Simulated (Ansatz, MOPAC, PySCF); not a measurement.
Donor–acceptor adduct: H3In (SMILES [InH3]) (first 4 atoms) with NH3 (SMILES N); geometry from B3LYP-D3(BJ)/def2-TZVP, rigid monomers moved along the line of their centres of mass till In1···N5 is 2.79 Å.
(charge 0, multiplicity 1):
```csv
atom,x (Å),y (Å),z (Å)
In,0.6411,0.5716,0.7356
H,1.7057,-0.7881,0.5129
H,-0.7505,0.7307,-0.2988
H,1.2379,1.9805,1.5667
N,-0.7382,-0.4921,2.9196
H,-1.4479,0.1546,3.2462
H,-0.1040,-0.6800,3.6885
H,-1.1951,-1.3617,2.6671
```

Monomers are frozen at their geometry in the pair; levels with a basis set take the counterpoise correction.

The state reached by AM1 isn't checked.

Programs: Ansatz (a first-principles code); MOPAC for AM1 (differences of heats of formation); PySCF for the dispersion terms.  In def2 rows elements past Kr take small-core potentials, without spin–orbit coupling.

Question: One of these levels gives -14.65 kcal/mol for the interaction energy. Name it.
A) HF/def2-SVPD
B) AM1
C) PBE-D3(BJ)/def2-TZVPPD

Answer: A, HF/def2-SVPD. The others give -27.38 (AM1), -16.59 (PBE-D3(BJ)/def2-TZVPPD)
